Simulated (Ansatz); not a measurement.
Gas-phase electronic energies from Ansatz, PBE0-D4/def2-TZVP geometries. CBS: MP2 limit from def2 TZ/QZ plus the TZ coupled-cluster correction, frozen cores. def2 core potentials past Kr. For In outer-core shells are correlated without core-valence functions, which leaves a few kJ/mol of doubt a bond. Each species was taken in one conformer, which may not be the lowest.

Reaction (redistribution): `C[O][In]([SH])[O][SiH3]` + `CN[Si](F)(F)F` → `[F][In]([SH])[O][SiH3]` + `CN[Si](F)(F)OC`

`C[O][In]([SH])[O][SiH3]`:

Z-matrix (Å, degrees):
```
C
O 1 1.408
H 1 1.097 2 112.8
H 1 1.097 2 112.7 3 -122.5
H 1 1.095 2 107.9 3 118.8
In 2 1.968 1 121.4 3 59.6
O 6 1.978 2 116.4 1 -0.4
S 6 2.347 2 125.7 1 179.8
Si 7 1.627 6 139.7 2 1.3
H 8 1.345 6 91.4 2 179.9
H 9 1.492 7 111.6 6 58.5
H 9 1.488 7 109.3 6 178.4
H 9 1.492 7 111.6 6 -61.7
```

`CN[Si](F)(F)F`:

Z-matrix (Å, degrees):
```
C
N 1 1.451
H 1 1.091 2 109.8
H 1 1.094 2 112.5 3 -119.9
H 1 1.093 2 111.0 3 118.2
Si 2 1.670 1 125.8 3 16.4
H 2 1.007 1 114.9 3 -174.2
F 6 1.575 2 108.9 1 -170.2
F 6 1.577 2 111.1 1 -49.0
F 6 1.580 2 115.4 1 69.8
```

`[F][In]([SH])[O][SiH3]`:

Z-matrix (Å, degrees):
```
Si
O 1 1.637
H 1 1.489 2 111.3
H 1 1.486 2 108.1 3 -119.6
H 1 1.489 2 111.3 3 120.8
In 2 1.954 1 136.1 3 -59.2
S 6 2.341 2 126.7 1 -179.8
F 6 1.944 2 112.8 1 0.1
H 7 1.345 6 91.6 2 -180.0
```

`CN[Si](F)(F)OC`:

```xyz
14

C    -0.169   -2.261    1.309
N    -0.219   -0.838    1.048
Si    0.209   -0.073   -0.378
F     1.773    0.104   -0.618
F    -0.238   -0.979   -1.602
O    -0.467    1.391   -0.388
C    -0.071    2.494   -1.178
H    -0.071   -2.804    0.367
H    -1.089   -2.607    1.787
H     0.678   -2.542    1.945
H    -0.406   -0.265    1.854
H    -0.470    3.399   -0.718
H     1.017    2.575   -1.237
H    -0.477    2.406   -2.190
```

```csv
species,CCSD(T)/CBS(def2) energy (Eh)
`C[O][In]([SH])[O][SiH3]`,-1069.37076
`CN[Si](F)(F)F`,-683.86577
`[F][In]([SH])[O][SiH3]`,-1054.15995
`CN[Si](F)(F)OC`,-699.07430
```

**Question.** Work out ΔE.

**Answer.** ΔE = (-1054.15995) + (-699.07430) − (-1069.37076) − (-683.86577) = 0.00228 Eh = +1.4 kcal/mol.

Largest T1 diagnostic among the species: 0.016.

In def2-TZVPP, CCSD(T) changes the Hartree–Fock value by +3.4 kcal/mol (the triples alone add +0.5 kcal/mol) and MP2 by +3.8 kcal/mol.
